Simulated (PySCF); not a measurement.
## Ionisation energy of V by level of theory

V [Ar] 3d3 4s2 (4F) → V⁺ [Ar] 3d4 (5D), as a difference of total energies. Calculation: PySCF 2.14, in def2-SVP (5s3p2d1f, 31 functions); the non-relativistic Hamiltonian (point nucleus). Correlated levels: valence: [Ar] frozen. The calculations carry no spin-orbit coupling.

Q: Order these methods by the ionisation energy they give, lowest first.
A. UHF
B. B3LYP
C. BP86
D. MP2 (valence)

A: A (6.046 eV), D (6.236 eV), C (6.424 eV), B (6.640 eV).

These non-relativistic numbers lack the scalar-relativistic shift.

Errors of the correlated levels include the incompleteness of this basis and the frozen core.

For comparison: 6.732 eV (measured; NIST levels, between the centres of gravity of the two terms).
